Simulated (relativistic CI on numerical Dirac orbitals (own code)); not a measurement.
# Slater and spin-orbit integrals, Sr¹⁰⁺

Computed by Dirac-Coulomb-Breit CI, separate exchange-only KLI orbitals for each configuration, QED by a radiative potential, unscaled Slater integrals (own radial code, finite nucleus).

Slater integrals F^k, G^k are unscaled and averaged over j, outside the closed core [Ne] 3s2; ζ comes from projecting the Hamiltonian with its Breit term on Σ l·s of the shell.

- 3p⁶3d⁹4s: ζ(3d) = 5773.2, G^2(3d,4s) = 20423 cm⁻¹; <r>(3d) = 0.4749, <r^2>(3d) = 0.2704, <r>(4s) = 1.137, <r^2>(4s) = 1.45 (bohr units).
- 3p⁶3d⁹4p: ζ(3d) = 5783.3, F^2(3d,4p) = 54418, G^1(3d,4p) = 18340, G^3(3d,4p) = 17887, ζ(4p) = 11202 cm⁻¹; <r>(3d) = 0.4747, <r^2>(3d) = 0.2701, <r>(4p) = 1.208, <r^2>(4p) = 1.645 (bohr units).
- 3p⁶3d⁸4s²: F^2(3d,3d) = 212010, F^4(3d,3d) = 134870, ζ(3d) = 6012 cm⁻¹; <r>(3d) = 0.4655, <r^2>(3d) = 0.259 (bohr units).

(1) Give the Racah parameters of the d shell in 3p⁶3d⁸4s².

In this model ζ of a weakly bound d, f or g electron outside closed shells comes out too small, for d by up to a factor of two or three and at times with the wrong sign; that of an outer p electron is too small as well.

Averages of the first 10 configurations, taken without configuration mixing, which lowers the lowest level and can move excited configurations by several eV; other configurations of the list can lie among them:

| Configuration | Parity | States | Average energy above the lowest level (eV) |
| --- | --- | --- | --- |
| 3p⁶3d¹⁰ | even | 1 | 0.1 |
| 3p⁶3d⁹4s | even | 20 | 122.3 |
| 3p⁶3d⁹4p | odd | 60 | 146.3 |
| 3p⁶3d⁸4s² | even | 45 | 258.1 |
| 3p⁶3d⁹4d | even | 100 | 183.1 |
| 3p⁶3d⁸4s4p | odd | 540 | 280.1 |
| 3p⁶3d⁹5s | even | 20 | 214.2 |
| 3p⁶3d⁹4f | odd | 140 | 216.7 |
| 3p⁶3d⁸4p² | even | 675 | 306.1 |
| 3p⁶3d⁹5p | odd | 60 | 224.2 |

Answers

(1) B = F²/49 − 5F⁴/441 = 2797 cm⁻¹ and C = 35F⁴/441 = 10704 cm⁻¹.
